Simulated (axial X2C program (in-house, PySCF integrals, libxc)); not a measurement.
# LiYb⁺: properties at the nuclei

Computed with an in-house all-electron X2C program for linear molecules (integrals from PySCF): two-component X2C with atomic mean-field Coulomb and Gaunt terms, Gaussian nuclei, basis Yb dyall-cv3z, Li dyall-cv3z with contracted cores.

R = 3.271 Å (near the PBE0 minimum at charge 1 of the determinant lowest at the starting distance; the state shown can have its own minimum elsewhere).

Determinant lowest in the PBE0 search, Ω = 0 (closed shell), highest spinor 57% Yb s, 22% Li s, 16% Li p:

```
level  qzz Yb (a.u.)  qzz Li (a.u.)
 PBE0          -0.60          -0.01
   HF          -0.31          -0.01
PBE50          -0.53          -0.01
  LDA          -0.63          -0.01
B3LYP          -0.55          -0.01
```

Determinant 1.46 eV from it at PBE0 and this distance, Ω = 1 (⟨Sz⟩ = 1.00, ⟨Lz⟩ = 0.00 at PBE0), spin on the atoms Yb 0.63, Li 0.36:

```
level  Eeff magnitude (GV/cm)  Ws magnitude Yb (kHz)  A∥/gI Yb (MHz)  qzz Yb (a.u.)  A∥/gI Li (MHz)  qzz Li (a.u.)
 PBE0                    8.13                   6.37            5850          -2.46            79.8          -0.01
   HF                      11                   9.12            5170          -3.08            81.8          -0.01
PBE50                    9.22                   7.33            5710          -2.73            79.5          -0.01
  LDA                    7.92                   6.18            5960          -1.74            73.1          -0.01
B3LYP                    8.53                   6.79            6140          -2.33            92.4          -0.01
```

Eeff is the effective electric field on the electron electric dipole moment in this Ω state and Ws the scalar–pseudoscalar constant of the nucleus named (defined with the proton number Z and per Ω); A∥ (defined per Ω) follows by multiplying with gI = μI/(I μN); qzz is the electric field gradient, eQq0 = 234.96 MHz × Q/barn × qzz. The operators were transformed with the bare-nucleus X2C matrices; with these basis sets, hyperfine constants and field gradients can be off by tens of per cent, and where levels differ in sign neither size nor sign is settled.

Each state is one determinant with collinear spin, which with several unpaired electrons need not be a pure state. Unrestricted Hartree–Fock can overshoot spin polarisation at the nuclei. A closed determinant beside an open π² or δ² triplet, such as (π1/2)², mixes with its partner pair into the 0⁺ component of the triplet and ¹Σ⁺, so its energy is not that of a level, and 0⁺ can lie lowest. With several open shells hyperfine constants can be off by a factor of several. Open-shell Ω = 0 determinants with evenly filled partner blocks cannot be reached by this program, so the Ω shown need not be the lowest component. The search compared states at one distance, so a state with another bond length can lie lower. Further determinants of the search, some of them spin-mixed, are not shown. Where a field gradient or hyperfine factor spreads by more than a factor of two over the levels, a constant derived from it is not to be relied on. PBE0 term energies can be off by some tenths of an eV.
